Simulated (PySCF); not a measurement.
## C₆ coefficients of unlike pairs at wB97M-V

Calculated with PySCF 2.14 from the dipole response of each species, C₆(A,B) = (3/π) ∫ α_A(iu) α_B(iu) du, in atomic units, from isotropic polarisabilities. For ions this is the dispersion term alone; charge-induced terms of lower order in 1/R come first.

| species | configuration | basis | relativity | α (bohr³) | C₆ (like pair) |
| --- | --- | --- | --- | --- | --- |
| Sr | [Kr] 5s2 (1S) | aug-cc-pVDZ-X2C (7s6p4d) | spin-free X2C | 175.6 | 2613 |
| Pb | [Xe] 4f14 5d10 6s2 6p2 (3P) | aug-cc-pVDZ-PP with ECP60MDF (5s4p3d) | core potential | 61.39 | 665.4 |
| Al⁺ | [Ne] 3s2 (1S) | aug-cc-pV(5+d)Z (8s7p6d4f3g2h) | none | 23.36 | 114.9 |
| C³⁺ | [He] 2s1 (2S) | aug-cc-pVTZ (5s4p3d2f) | none | 2.932 | 2.213 |

**Question.** Estimate C₆ for Al⁺ with Sr.

**Answer.** The integral gives 503.9. The combination rule 2 C_A C_B / (C_A α_B/α_A + C_B α_A/α_B) gives 495.9 and the geometric mean 548.1.

No spin-orbit coupling is included, so Pb, close to jj coupling, stand for model states.

The other pairs:

```tsv
pair	C₆
Al⁺, Pb	276.0
C³⁺, Sr	67.03
C³⁺, Pb	37.92
Pb, Sr	1239
C³⁺, Al⁺	15.85
```
